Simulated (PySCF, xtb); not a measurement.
HO₂Si, SMILES [O][Si]O (connectivity only; charge and spin as stated), neutral, multiplicity 2. The values are those of a single conformer.

Harmonic wavenumbers (cm⁻¹) from GFN2-xTB run with xtb at its own minimum, in rising order: 298, 303, 685, 868, 1375, 3653.

**Question.** What does PBE-D3(BJ)/def2-TZVP run with PySCF give at its own minimum? (Estimate from the structure and the level; the computed values follow.)

**Answer.** 285, 349, 770, 805, 1156, 3711. Paired by order, the mean absolute difference is 81 cm⁻¹ and the zero-point energies are 10.3 and 10.1 kcal/mol.
